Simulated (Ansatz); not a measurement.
One change: `CC(C)BN` becomes `[CH3][Cd][CH](C)C`.

Ansatz, PBE0-D4/def2-TZVP geometries, multiplicity 1. Each molecule was computed in one conformer, which needn't be the lowest.

Elements past krypton have def2 core potentials.

| property | `CC(C)BN` |
| --- | --- |
| HOMO–LUMO gap (PBE0/def2-TZVPP) / eV | 8.61 |
| HOMO energy (PBE/def2-TZVPP) / eV | -6.59 |
| HOMO–LUMO gap (B3LYP/def2-TZVPP) / eV | 8.20 |
| HOMO energy (ωB97M-V/def2-TZVPP) / eV | -10.24 |
| size of the dipole moment (ωB97M-V/def2-TZVPP) / D | 1.76 |
| HOMO–LUMO gap (ωB97M-V/def2-TZVPP) / eV | 12.55 |

(1) Give the same properties after the change, and the shifts. (Best estimate.)

Answers

(1) Computed: 
```tsv
property	`[CH3][Cd][CH](C)C`	shift
HOMO–LUMO gap (PBE0/def2-TZVPP) / eV	6.10	-2.51
HOMO energy (PBE/def2-TZVPP) / eV	-5.22	1.37
HOMO–LUMO gap (B3LYP/def2-TZVPP) / eV	5.64	-2.56
HOMO energy (ωB97M-V/def2-TZVPP) / eV	-8.34	1.90
size of the dipole moment (ωB97M-V/def2-TZVPP) / D	0.18	-1.58
HOMO–LUMO gap (ωB97M-V/def2-TZVPP) / eV	9.47	-3.08
```

With PBE0 the HOMO rises by 1.70 eV and the LUMO falls by 0.80 eV, so the gap narrows by about 2.50 eV. PBE moves the HOMO by 1.37 eV and ωB97M-V by 1.90 eV. Dipoles are sizes alone; their direction can turn.

B3LYP here is the variant with VWN-RPA as its local correlation; programs differ in this.
